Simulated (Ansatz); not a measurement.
## IBr (SMILES BrI): where methods fail along a bond

IBr has 2 atoms, charge 0, and is taken as a singlet. SMILES: `BrI`. The shape is that of a PBE0-D4/def2-TZVP optimisation.

```
atom   x (Å)   y (Å)    z (Å)
  Br  0.0000  0.0000  -0.0029
   I  0.0000  0.0000   2.4609
```

The Br1–I2 distance is scanned; the parts on either side stay rigid. Basis STO-3G, 27 core orbitals frozen in the correlated methods; program Ansatz 0.2.0. FCI is exact within this basis and core. Energies in eV from each method's value at 2.464 Å; methods without a U are spin-restricted; a dash marks a point that is missing or didn't converge. The shape above is that at 2.464 Å.

```tsv
distance (Å)	revPBE	B3LYP	BHLYP	r2SCAN0	CCSD	CCSD(T)
2.458	0.01	0.01	0.01	0.01	0.01	0.01
2.464	0.00	0.00	0.00	0.00	0.00	0.00
3.072	1.03	1.19	1.56	1.48	1.01	1.01
3.080	1.05	1.21	1.58	1.50	1.03	1.03
3.687	2.58	2.94	3.61	3.38	1.88	1.88
3.696	2.60	2.96	3.63	3.40	1.89	1.89
4.916	3.54	4.09	5.01	4.59	2.02	2.02
4.928	3.55	4.09	5.02	4.59	2.02	2.02
6.145	3.60	4.21	5.24	–	2.01	2.01
6.159	3.60	4.21	5.24	–	2.01	2.01
```

(1) Estimate the FCI curve, and say how far off each method is.

Results:

(1) 
```csv
distance (Å),FCI
2.458,0.01
2.464,0.00
3.072,1.01
3.080,1.03
3.687,1.88
3.696,1.89
4.916,2.00
4.928,2.00
6.145,2.01
6.159,2.01
```

Departure from the FCI curve at its largest: revPBE +1.59 eV at 6.14 Å; B3LYP +2.20 eV at 6.16 Å; BHLYP +3.23 eV at 6.16 Å; r2SCAN0 +2.59 eV at 4.93 Å; CCSD +0.02 eV at 4.92 Å; CCSD(T) +0.02 eV at 4.92 Å. Restricted functionals keep the electrons paired too, and rise too high.
